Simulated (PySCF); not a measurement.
C₆H₁₂Si₃, SMILES [SiH3][SiH2][SiH2]c1ccccc1, GFN2-xTB optimised geometry.

```
21

Si    -3.79    -0.27    -2.83
Si    -2.58    -2.12    -2.14
Si    -1.59    -1.94    -0.05
C     -0.60    -0.34     0.00
C     -1.25     0.89    -0.01
C     -0.54     2.08     0.00
C      0.84     2.06     0.00
C      1.51     0.85     0.00
C      0.79    -0.34     0.00
H     -4.79     0.12    -1.82
H     -4.54    -0.46    -4.08
H     -2.93     0.90    -3.03
H     -1.56    -2.44    -3.15
H     -3.44    -3.32    -2.16
H     -0.68    -3.02     0.33
H     -2.59    -1.86     1.03
H     -2.33     0.92    -0.01
H     -1.07     3.02    -0.01
H      1.40     2.99     0.00
H      2.59     0.82     0.00
H      1.32    -1.28     0.00
```

Density from PySCF with PBE0/def2-SVP at that geometry.

Minimum of the electron density along straight lines between bonded atoms, close to the bond critical point (lines longer than 1.1 times the sum of covalent radii, or with two minima, are not listed):

```csv
bond,length / Å,ρ at the minimum / e bohr⁻³,∇²ρ there / e bohr⁻⁵,position (fraction from the first atom)
Si3–C4,1.888,0.112,0.34,0.38
C4–C5,1.392,0.307,-0.77,0.50
C5–C6,1.382,0.313,-0.81,0.50
C6–C7,1.385,0.312,-0.80,0.50
C7–C8,1.385,0.312,-0.80,0.50
C4–C9,1.390,0.307,-0.77,0.50
C8–C9,1.383,0.313,-0.81,0.50
Si1–H10,1.467,0.115,0.33,0.49
Si1–H11,1.465,0.116,0.32,0.49
Si1–H12,1.465,0.116,0.32,0.49
Si2–H13,1.474,0.113,0.31,0.49
Si2–H14,1.473,0.113,0.32,0.49
Si3–H15,1.470,0.115,0.32,0.49
Si3–H16,1.472,0.115,0.31,0.49
C5–H17,1.082,0.282,-1.06,0.63
C6–H18,1.081,0.283,-1.08,0.63
C7–H19,1.080,0.283,-1.08,0.63
C8–H20,1.081,0.283,-1.07,0.63
C9–H21,1.081,0.284,-1.08,0.63
```
